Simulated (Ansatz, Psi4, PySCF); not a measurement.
C2HO2, charge -1, singlet, geometry from GFN2-xTB (in this run its highest filled SCF level lies above zero, so its values depend strongly on the basis, on diffuse functions most of all). Base run: PySCF with MP2/STO-3G.

Here is a job for PySCF.
```python
from pyscf import gto, scf, mp

mol = gto.Mole()
mol.atom = '''
    C     0.31713830    0.54782505   -0.19540831
    C    -0.03599745   -0.70869134    0.06198081
    O     0.81236598    1.62949696    0.08359265
    O    -1.13968581   -1.34581562    0.02327185
    H     0.93171368   -1.30425298   -0.05435090
'''
mol.basis = 'sto-3g'
mol.charge = -1
mol.verbose = 4
mol.build()

mf = scf.RHF(mol)
mf.kernel()

pt = mp.MP2(mf)
pt.kernel()
print('E(MP2) = %.10f' % pt.e_tot)
```

The same geometry, method and basis name were run in Ansatz (a first-principles code) and Psi4 and PySCF, at each program's defaults and at the settings that a row names. The base is PySCF at its defaults. Differences at the defaults can come from grids, fitting, cores and function types together.

```
code and settings                                                                                     ΔE vs base (µEh)  basis functions      E (Eh)  SCF cycles
----------------------------------------------------------------------------------------------------  ----------------  ---------------  ----------  ----------
PySCF, defaults (exact integrals, spherical functions, all electrons correlated)                                   0.0               21  -222.98569          13
Psi4, defaults (density fitting with its default set, spherical functions, all electrons correlated)        (withheld)               21  (withheld)          15
Ansatz, defaults (factorised integrals, spherical functions, frozen core)                                          988               21  -222.98470           -
PySCF, frozen core                                                                                                 981               21  -222.98470          13
Psi4, exact integrals, spherical functions, frozen core                                                            981               21  -222.98470          15
Ansatz, high accuracy, frozen core                                                                                 981               21  -222.98470           -
```

Q: Complete the blanks.

A: 
- Psi4, defaults (density fitting with its default set, spherical functions, all electrons correlated), ΔE vs base (µEh): -300
- Psi4, defaults (density fitting with its default set, spherical functions, all electrons correlated), E (Eh): -222.98598
